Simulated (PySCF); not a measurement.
Molfile (atoms numbered from 1):
```
C6H12Si
     RDKit          3D

 19 18  0  0  0  0  0  0  0  0999 V2000
   -0.7680    2.3137   -1.0905 C   0  0  0  0  0  0  0  0  0  0  0  0
   -0.6942    1.1976   -0.6622 C   0  0  0  0  0  0  0  0  0  0  0  0
   -0.6039   -0.1516   -0.1409 C   0  0  0  0  0  0  0  0  0  0  0  0
   -1.5395   -1.0548   -0.9501 C   0  0  0  0  0  0  0  0  0  0  0  0
   -1.0433   -0.1434    1.3273 C   0  0  0  0  0  0  0  0  0  0  0  0
    1.2222   -0.7467   -0.3120 Si  0  0  0  0  0  4  0  0  0  0  0  0
    2.3623    0.4270    0.6442 C   0  0  0  0  0  0  0  0  0  0  0  0
   -0.8404    3.2904   -1.4667 H   0  0  0  0  0  0  0  0  0  0  0  0
   -1.4969   -2.0746   -0.5732 H   0  0  0  0  0  0  0  0  0  0  0  0
   -1.2551   -1.0625   -1.9998 H   0  0  0  0  0  0  0  0  0  0  0  0
   -2.5686   -0.7032   -0.8778 H   0  0  0  0  0  0  0  0  0  0  0  0
   -0.4296    0.5382    1.9126 H   0  0  0  0  0  0  0  0  0  0  0  0
   -0.9570   -1.1412    1.7535 H   0  0  0  0  0  0  0  0  0  0  0  0
   -2.0817    0.1768    1.4119 H   0  0  0  0  0  0  0  0  0  0  0  0
    1.5728   -0.7570   -1.7373 H   0  0  0  0  0  0  0  0  0  0  0  0
    1.3102   -2.1091    0.2346 H   0  0  0  0  0  0  0  0  0  0  0  0
    2.2118    0.3495    1.7172 H   0  0  0  0  0  0  0  0  0  0  0  0
    2.1847    1.4599    0.3578 H   0  0  0  0  0  0  0  0  0  0  0  0
    3.4044    0.2002    0.4440 H   0  0  0  0  0  0  0  0  0  0  0  0
  1  2  3  0
  2  3  1  0
  3  4  1  0
  3  5  1  0
  3  6  1  0
  6  7  1  0
  1  8  1  0
  4  9  1  0
  4 10  1  0
  4 11  1  0
  5 12  1  0
  5 13  1  0
  5 14  1  0
  6 15  1  0
  6 16  1  0
  7 17  1  0
  7 18  1  0
  7 19  1  0
M  END
```

- geometry from GFN2-xTB
- shielding tensors at PBE0/pcSseg-1 (GIAO)
- program: PySCF 2.14.0 with density-fitted response routines
- in vacuum, non-relativistic, single conformer, fast rotation and ring inversion assumed for equivalent nuclei

**Question.** List the cross peaks expected in HSQC, COSY and HMBC spectra.

**Answer.** 

HSQC (one-bond C–H):
```csv
δH,δC
1.61 (H8),75.3 (C1)
1.33 (H9/H10/H11/H12/H13/H14),28.2 (C4/C5)
0.32 (H17/H18/H19),-9.1 (C7)
```

COSY cross peaks (H two or three bonds apart, from the bond graph; peaks can be absent where the dihedral angle is near 90°):
```csv
δH,δH
4.12 (H15/H16),0.32 (H17/H18/H19)
```

HMBC (two and three bonds, from the bond graph):
```csv
δH,δC
4.12 (H15/H16),"96.3 (C2), 28.2 (C4/C5), 17.0 (C3), -9.1 (C7)"
1.61 (H8),"96.3 (C2), 17.0 (C3)"
1.33 (H9/H10/H11/H12/H13/H14),"96.3 (C2), 28.2 (C4/C5), 17.0 (C3)"
0.32 (H17/H18/H19),17.0 (C3)
```

Shifts are taken against calculated references (same method and geometry level): $^{1}$H (σ = 31.72 ppm), $^{13}$C (σ = 186.93 ppm) against TMS.

Short H···H contacts in this conformer between protons four or more bonds apart (candidates for NOE cross peaks, intensity ∝ r⁻⁶): H12···H17 2.66 Å.

Shifts are as computed. Against solution values, carbons near 30 ppm lie about +3 ppm off and those near 130 ppm about +5 ppm. Of 1211 compounds with measured shifts, 218 miss one by over three times the rms of a fit or turn the order of signals round; such compounds aren't used in these exercises.
